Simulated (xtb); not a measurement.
Ge(H)2(F)(Et) (C2H7FGe), SMILES C[CH2][GeH2][F]. All values are semi-empirical tight-binding results from xtb (GFN2-xTB unless named), good for trends rather than for accurate numbers. Coordinates come from a GFN2-xTB optimisation. Other conformers were not sampled.

Optimised geometry:

```xyz
11

Ge     0.5252     0.4166    -0.1619
F      1.2682    -0.8745     0.7658
C     -1.2534    -0.2801    -0.6964
C     -2.1441    -0.5521     0.5101
H      0.5431     1.5395     0.8440
H      1.5463     0.6274    -1.2526
H     -1.7345     0.4301    -1.3691
H     -1.0928    -1.2015    -1.2597
H     -1.6654    -1.2637     1.1807
H     -2.3305     0.3658     1.0660
H     -3.1019    -0.9638     0.1966
```

For metal compounds this method's bond lengths and energies can be far off.

```json
{
 "orbital_gap": "7.29 eV",
 "zero_point_energy": "50.1 kcal/mol",
 "G − E(el) at 298.15 K (modified RRHO)": "30.7 kcal/mol"
}
```

Computed atomic charges and the Wiberg bond orders between heavy atoms:
charges (e) Ge1 0.24, F2 -0.29, C3 -0.09, C4 -0.10, H5 0.00, H6 0.00, H7 0.04, H8 0.06, H9 0.05, H10 0.04, H11 0.04. Bond orders Ge1–F2 1.09, Ge1–C3 0.86, C3–C4 1.02.
